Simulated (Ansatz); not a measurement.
Consider the cleavage of the Si–Si bond: `C=C(C)[SiH2][SiH3]` + `O[Si](O)(Cl)Cl` → `O[Si](Cl)(Cl)O[SiH3]` + `C=C(C)[SiH3]`.

Isolated molecules relaxed with PBE0-D4/def2-TZVP in Ansatz; ΔE leaves out vibrations. CCSD(T)/CBS is the MP2 limit (def2-TZVPP, def2-QZVPP) plus CCSD(T) − MP2 in def2-TZVPP, frozen cores. DFT in def2-TZVPP. B3LYP here is the variant with VWN-RPA as its local correlation; programs differ in this. Each species was taken in one conformer, which may not be the lowest.

`C=C(C)[SiH2][SiH3]`:

Z-matrix (Å, degrees):
```
C
C 1 1.499
H 1 1.095 2 111.3
H 1 1.093 2 111.5 3 -120.8
H 1 1.095 2 111.0 3 118.4
Si 2 1.872 1 118.4 3 -58.7
C 2 1.332 1 122.0 3 120.3
Si 6 2.344 2 110.7 1 65.0
H 6 1.489 2 109.5 1 -173.8
H 6 1.492 2 110.1 1 -54.3
H 7 1.088 2 121.4 1 -0.1
H 7 1.085 2 122.1 1 179.8
H 8 1.488 6 110.4 2 62.6
H 8 1.490 6 110.4 2 -57.0
H 8 1.489 6 111.0 2 -176.9
```

`O[Si](O)(Cl)Cl`:

Cartesian coordinates in Å:
```
O 1.394 -0.197 0.060
Si -0.180 0.191 0.108
O -1.050 -1.157 0.294
Cl -0.629 1.390 1.678
Cl -0.672 1.184 -1.609
H 2.021 0.472 -0.220
H -0.884 -1.883 -0.311
```

`O[Si](Cl)(Cl)O[SiH3]`:

Cartesian coordinates in Å:
```
O -0.138 0.487 2.393
Si -0.646 -0.133 0.989
Cl -0.891 -2.152 1.130
Cl -2.447 0.656 0.451
O 0.463 0.218 -0.105
Si 0.971 0.152 -1.668
H -0.686 0.363 3.170
H 2.258 0.879 -1.747
H -0.038 0.795 -2.544
H 1.155 -1.265 -2.068
```

`C=C(C)[SiH3]`:

Cartesian coordinates in Å:
```
C -1.485 -0.048 -0.600
C -0.215 0.034 -0.209
C 0.868 0.525 -1.122
Si 0.249 -0.474 1.529
H -2.270 -0.404 0.059
H -1.791 0.240 -1.605
H 1.372 1.401 -0.701
H 0.472 0.798 -2.104
H 1.639 -0.238 -1.265
H 1.262 -1.566 1.499
H -0.959 -0.940 2.258
H 0.857 0.672 2.262
```

(1) Is it downhill or uphill in electronic energy at CCSD(T)/CBS, and by how much? (Best estimate.)

(2) What do these levels give: PBE-D4, r2SCAN-D4, B3LYP-D4, HF/def2-TZVPP, SCS-MP2/def2-QZVPP, HF/CBS(def2)? (Best estimate.)

Largest T1 diagnostic among the species: 0.012.

Answers

(1) Ansatz gave: Downhill: ΔE = -103.5 kJ/mol.

(2) Computed: PBE-D4 -75.5, r2SCAN-D4 -94.9, B3LYP-D4 -104.5, HF/def2-TZVPP -133.4, SCS-MP2/def2-QZVPP -116.8, HF/CBS(def2) -136.8 kJ/mol.

In def2-TZVPP, CCSD(T) changes the Hartree–Fock value by +30.4 kJ/mol (the triples alone add +4.3 kJ/mol) and MP2 by +23.9 kJ/mol. From PBE to PBE0 (25 % exact exchange), in def2-TZVPP and without D4, ΔE moves by −9.0 kJ/mol.
